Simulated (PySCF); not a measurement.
Simulation results for CH6AlBO, C2H8AlB, AlBCl2H2, AlBF2H2

Computed with PySCF 2.14.0. Calculation on a computer-drawn molecule: the log of a Hartree-Fock and frozen-core CCSD(T) single point meant for a local Hartree-Fock minimum, with one planted fault or none, to be diagnosed. Offsets are logged minus clean, where the clean run is the same molecule without the fault. The reference is restricted for singlets and unrestricted otherwise, and also for a bond in bohr or an excited solution. Adding or removing an electron swaps singlet and doublet. The excited solution moves the top pair (singlet) or top alpha electron (doublet) to the lowest empty orbital. Highest occupied and lowest empty are orbital energies over both spins, largest force is the largest gradient component, triples share is (T) over the correlation energy, the T1 limit is 0.02 restricted and 0.045 unrestricted, electrons count all cores, a negative frequency is imaginary (commonest isotopes), and the dipole is about the centre of nuclear charge.

Common to all runs: meant charge 0; meant multiplicity 1; meant basis cc-pV(D+d)Z; logged SCF converged yes; possible faults no fault, one electron removed, one electron added, multiplicity raised by two, geometry at a saddle point, SCF held on an excited solution, minimal basis STO-3G, one bond length entered in bohr, all coordinates scaled.

(1) CH6AlBO

Logged structure:
```xyz
10
CH6AlBO
B      1.1020     3.0519     1.4443
Al     0.9781     1.4854     2.9030
O      0.2981     0.0214     2.4118
C     -0.0097    -1.2370     2.9169
H      0.2204     3.8559     1.2803
H      2.0599     3.1995     0.7294
H      1.4766     1.6015     4.4065
H      0.2664    -1.3379     3.9721
H     -1.0820    -1.4281     2.8261
H      0.5180    -2.0097     2.3520
```

* logged electrons: 38
* logged basis functions: 30
* logged spin squared: 0
* logged highest occupied: -7.5089 eV
* logged lowest empty: 6.9862 eV
* logged largest force: 0.044196 hartree/bohr
* logged T1 diagnostic: 0.015068
* logged D1 diagnostic: 0.062568
* logged triples share: 0.02051
* logged CC converged: yes
* logged dipole magnitude: 0.74723 debye
* logged SCF stable within its kind: yes
* logged energy HF: -378.11029 hartree
* logged energy CCSD(T): -378.31017 hartree
* planted fault: minimal basis STO-3G
* HF energy offset from clean run: 2962 kcal/mol
* CCSD(T) energy offset from clean run: 3171 kcal/mol

Drawn bonds:
```tsv
atom	other atom	order
1	2	1
2	3	1
3	4	1
1	5	1
1	6	1
2	7	1
4	8	1
4	9	1
4	10	1
```

(2) C2H8AlB

Logged structure:
```xyz
12
C2H8AlB
B     -0.6080     1.6109     2.7952
Al     0.1821     1.2752     0.8177
C      2.0777     0.7798     0.5561
C     -0.9710     1.4571    -0.7774
H     -1.0738     0.7308     3.4776
H     -0.6253     2.6967     3.3223
H      2.7252     1.0589     1.3939
H      2.1634    -0.3097     0.4390
H      2.4965     1.2221    -0.3552
H     -0.7158     0.7281    -1.5551
H     -2.0400     1.3589    -0.5615
H     -0.8284     2.4505    -1.2256
```

* logged electrons: 39
* logged basis functions: 105
* logged spin squared: 0.7613
* logged highest occupied: -0.27646 eV
* logged lowest empty: 6.6822 eV
* logged largest force: 0.044978 hartree/bohr
* logged T1 diagnostic: 0.010712
* logged D1 diagnostic: 0.030185
* logged triples share: 0.027375
* logged CC converged: yes
* logged dipole magnitude: 7.821 debye
* logged SCF stable within its kind: yes
* logged energy HF: -346.9395 hartree
* logged energy CCSD(T): -347.47627 hartree
* planted fault: one electron added
* HF energy offset from clean run: 17.58 kcal/mol
* CCSD(T) energy offset from clean run: 4.44 kcal/mol

Drawn bonds:
```tsv
atom	other atom	order
1	2	1
2	3	1
2	4	1
1	5	1
1	6	1
3	7	1
3	8	1
3	9	1
4	10	1
4	11	1
4	12	1
```

(3) AlBCl2H2

Logged structure:
```xyz
6
AlBCl2H2
B     -1.7904    -2.1136     0.1887
Al     0.3334    -2.0391     0.1015
Cl     1.4954    -1.5541     1.7932
Cl     1.3845    -2.4466    -1.6807
H     -2.4649    -1.1477    -0.0404
H     -2.3743    -3.1238     0.4695
```

- logged electrons: 54
- logged basis functions: 93
- logged spin squared: 0
- logged highest occupied: -6.4572 eV
- logged lowest empty: -3.9812 eV
- logged largest force: 0.098172 hartree/bohr
- logged CC converged: no
- logged dipole magnitude: 1.3369 debye
- logged SCF stable within its kind: no
- logged energy HF: -1186.54187 hartree
- planted fault: SCF held on an excited solution
- HF energy offset from clean run: 223.6 kcal/mol

Drawn bonds:
```tsv
atom	other atom	order
1	2	1
2	3	1
2	4	1
1	5	1
1	6	1
```

Notes: CCSD not converged.

(4) AlBF2H2

Logged structure:
```xyz
6
AlBF2H2
B      1.0299    -1.5993     1.2603
Al     0.7244    -2.5113    -0.6370
F     -0.6571    -2.2785    -1.5082
F      1.8545    -3.4947    -1.3279
H      1.5397    -0.5184     1.3659
H      0.7016    -2.1391     2.2802
```

- logged electrons: 38
- logged basis functions: 75
- logged spin squared: 0
- logged highest occupied: -11.643 eV
- logged lowest empty: 0.78838 eV
- logged largest force: 2.092e-05 hartree/bohr
- logged lowest frequency: 130.71 cm⁻¹
- logged T1 diagnostic: 0.013928
- logged D1 diagnostic: 0.04083
- logged triples share: 0.0161
- logged CC converged: yes
- logged dipole magnitude: 2.3955 debye
- logged SCF stable within its kind: yes
- logged energy HF: -466.77418 hartree
- logged energy CCSD(T): -467.32075 hartree

Drawn bonds:
```tsv
atom	other atom	order
1	2	1
2	3	1
2	4	1
1	5	1
1	6	1
```

Question: AlBF2H2 (entry 4): planted fault?
Answer: no fault

Further results for AlBF2H2 (entry 4):

- HF energy offset from clean run: 0 kcal/mol
- CCSD(T) energy offset from clean run: 0 kcal/mol
